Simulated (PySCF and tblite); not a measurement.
C6H11F, numbered as in [F:1][CH:2]1[CH2:3][CH2:4][CH2:5][CH2:6][CH2:7]1. Conformers came from 90 starts (ETKDG and KDG, MMFF94s, GFN2-xTB); geometries are PBE0-D3(BJ)/def2-SVP. Weights use PBE0-D3(BJ)/def2-TZVP energies plus GFN2-xTB zero-point and thermal terms (modes under about 100 cm⁻¹ blended into free rotors). Symmetry numbers and mirror images are counted. Conformers within 4 kcal/mol (GFN2-xTB free energy) were kept, 5 at most. GIAO shieldings: PBE0/pcSseg-1. Shifts are against TMS (¹H), TMS (¹³C), CFCl3 (¹⁹F) at the same level; of two unlike H on one atom, a is the less shielded. (PySCF 2.14, tblite 0.8.)

The 6-ring runs over atoms 2–3–4–5–6–7.

Two conformers hold nearly all the population. I: 6-ring chair (F1 axial); δ(H3a/H7a) = 1.11 ppm. II: 6-ring chair (all substituents equatorial); δ(H3a/H7a) = 1.97 ppm. The average over the ensemble at 298.15 K is 1.65 ppm.

Task: What populations and free-energy difference follow from a two-state model?

Result: p(I) = (1.65 − 1.97)/(1.11 − 1.97) = 0.37, so K = p(II)/p(I) = 1.69 and G(II) − G(I) = −RT ln K = -0.31 kcal/mol. The weights computed directly are 36.9 % and 63.1 %.
